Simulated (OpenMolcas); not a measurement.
Au6+: moving or changing the point charges

Au6+ among 4 point charges of -2 e arranged as a tetrahedron (Td), 1.87 Å from the ion.

```
Program             : OpenMolcas
Method              : CASSCF
Basis               : ANO-RCC-VDZP [7s6p4d2f]
Scalar Hamiltonian  : DKH2, point nucleus
Active space        : 5 electrons in 5 orbitals (5d)
State averaging     : 2S+1 = 6 even, 1 root; 2S+1 = 4 even, 24 roots; 2S+1 = 2 even, 75 roots
Spin-orbit coupling : RASSI with atomic mean-field integrals over the reference wave functions
```

Runs around this geometry, states (labels of Td). Energies in cm-1 above the lowest state or level, χT in cm3 K/mol; 10Dq and B are least-squares fits to the states below 45000 cm-1, weighted by degeneracy, with a free offset, and given where the rms deviation is under 5 % of |10Dq| (or 100 cm-1) and under 700 cm-1; 10Dq is negative for this site.

```json
{"R (Å)": "1.87", "q (e)": "-1", "Ground state": "6A1", "10Dq": "-1620", "B (rms of fit)": "1035 (8)", "First gap with spin-orbit (degeneracies)": "48.7 (4, 2)", "χT at 300 K": "3.956", "First state of another spin": "4T1 31687"}
{"R (Å)": "1.71", "q (e)": "-2", "Ground state": "6A1", "10Dq": "-4580", "B (rms of fit)": "1032 (26)", "First gap with spin-orbit (degeneracies)": "107.4 (4, 2)", "χT at 300 K": "3.910", "First state of another spin": "4T1 29688"}
{"R (Å)": "1.87", "q (e)": "-2", "Ground state": "6A1", "10Dq": "-3067", "B (rms of fit)": "1034 (13)", "First gap with spin-orbit (degeneracies)": "80.0 (4, 2)", "χT at 300 K": "3.937", "First state of another spin": "4T1 30852"}
{"R (Å)": "1.98", "q (e)": "-2", "Ground state": "6A1", "10Dq": "-2336", "B (rms of fit)": "1034 (8)", "First gap with spin-orbit (degeneracies)": "64.7 (4, 2)", "χT at 300 K": "3.948", "First state of another spin": "4T1 31310"}
```

Taking |10Dq| as R^-n, n = -ln(2336 / 4580) / ln(1.98 / 1.71) = 4.6 between the shortest and longest distance. The point-charge formula for a cubic d site gives n = 5.

Scaling the charges by -1 / -2 = 0.50 scales |10Dq| by 1620 / 3067 = 0.53; with fixed orbitals a first-order splitting would follow the charge.

Without dynamic correlation the repulsion within the d shell is too large (B by tens of per cent), so at a given field states of lower spin stand too high. Point charges give a weaker field than real ligands, and real ions of this kind are as a rule low spin; the high spin found here belongs to the model. Point charges carry no covalency, so the field is a model and not that of real ligands. No measured value stands beside these numbers.
